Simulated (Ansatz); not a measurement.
Gas-phase electronic energies from Ansatz, PBE0-D4/def2-TZVP geometries. CCSD(T)/CBS adds triple-zeta CCSD(T) − MP2 to the extrapolated MP2 energy (def2 sets, frozen cores). One conformer a species, not always the lowest.

Reaction (formal exchange of groups at the Si–C bond): `CC([SiH3])(Cl)Cl` + `C=CC[SiH3]` → `[SiH3]/C=C/C[SiH3]` + `CC(Cl)Cl`

```tsv
species	SCS-MP2/def2-QZVPP energy (Eh)
`CC([SiH3])(Cl)Cl`	-1288.19060
`C=CC[SiH3]`	-407.92942
`[SiH3]/C=C/C[SiH3]`	-698.18842
`CC(Cl)Cl`	-997.93787
```

Problem. Work out ΔE.

Solution. ΔE = (-698.18842) + (-997.93787) − (-1288.19060) − (-407.92942) = -0.00627 Eh = -16.5 kJ/mol. CCSD(T)/CBS gives -15.1 kJ/mol.

Largest T1 diagnostic among the species: 0.012.

The D4 term adds +6.5 kJ/mol with B3LYP and +3.2 kJ/mol with PBE0; it sums over pairs of atoms, weighted by their polarisabilities, and B3LYP, whose exchange is more repulsive, gets the larger term. In def2-TZVPP, CCSD(T) changes the Hartree–Fock value by +12.4 kJ/mol (the triples alone add +2.1 kJ/mol) and MP2 by +14.1 kJ/mol.

B3LYP here is the variant with VWN-RPA as its local correlation; programs differ in this.
